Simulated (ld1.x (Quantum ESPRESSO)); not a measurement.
## ytterbium (Yb), TM semilocal: configuration errors across variants

Yb (Z = 70), norm-conserving Troullier–Martins (semilocal form), made with ld1.x (Quantum ESPRESSO) 7.5 (PBE, scalar-relativistic). Core [Xe], reference 4f14 5d0 6s2 6p0. Waves: 6s (bound): rc 3.30 bohr; 5d (bound, empty): rc 2.10 bohr; 4f (bound): rc 1.15 bohr; 6p (bound, empty): rc 4.20 bohr. Local part: the p channel. Core correction: Bessel-smoothed model core inside 0.60 bohr.

All-electron excitation energies from the reference (eV): (1) 4f14 5d0 6s1 6p0 6.531; (2) 4f14 5d0 6s0 6p0 18.777; (3) 4f13 5d0 6s0 6p0 45.362; (4) 4f13 5d1 6s1 6p0 12.294; (5) 4f14 5d1 6s1 6p0 3.258; (6) 4f12 5d0 6s0 6p0 91.773.

In the semilocal form every listed channel keeps its own potential, so the choice of the local channel does not act on these tests. It acts once the file is put into the separable form.

A semilocal file is local in each channel, so a ghost entry of none says nothing of the separable form that plane-wave codes build from it.

Tests that are not counted but printed errors over 1 eV. “base”: 4f14 5d0 6s1 6p1 (solver errors, printed error -3.0 eV). “wave 5d (bound): rc 2.10 bohr becomes 5d (bound): rc 2.72 bohr”: 4f14 5d0 6s1 6p1 (solver errors, printed error -3.0 eV). “all radii but the core radius scaled by about 1.03 (s 3.40, p 4.34, d 2.16, f 1.18 bohr)”: all (the test run did not reproduce the reference configuration, from which every error is measured). “wave 4f (bound): rc 1.15 bohr becomes 4f (bound): rc 1.42 bohr”: 4f14 5d0 6s0 6p0 (solver errors, printed error -2294 eV). “local potential the f channel”: 4f14 5d0 6s1 6p1 (solver errors, printed error -3.0 eV).

4 further variants failed, have other tests or another functional or relativity, and are left out.

Errors AE − PS in meV (a dash: test not solved or not reliable):

```tsv
change	(1)	(2)	(3)	(4)	(5)	(6)	bound ghosts
base	-6.6	-58	-1206	-507	-12	-5537	none
wave 6p (bound): rc 4.20 bohr becomes 6p (bound): rc 5.10 bohr	-6.5	-58	-1206	-506	-12	-5536	none
wave 5d (bound): rc 2.10 bohr becomes 5d (bound): rc 2.72 bohr	-6.5	-58	-1206	-533	-11	-5537	none
all radii but the core radius scaled by about 1.03 (s 3.40, p 4.34, d 2.16, f 1.18 bohr)	–	–	–	–	–	–	none
wave 4f (bound): rc 1.15 bohr becomes 4f (bound): rc 1.42 bohr	-6.9	–	-1255	-512	-11	-5577	none
wave 6s (bound): rc 3.30 bohr becomes 6s (bound): rc 2.42 bohr	-4.4	-54	-1304	-458	-9.7	-5776	none
local potential the f channel	-6.6	-58	-1206	-506	-12	-5536	none
```

Give the same row for: core correction Bessel-smoothed model core inside 1.16 bohr.

-6.6, -58, -1202, -500, -12, -5504; bound ghosts: none.
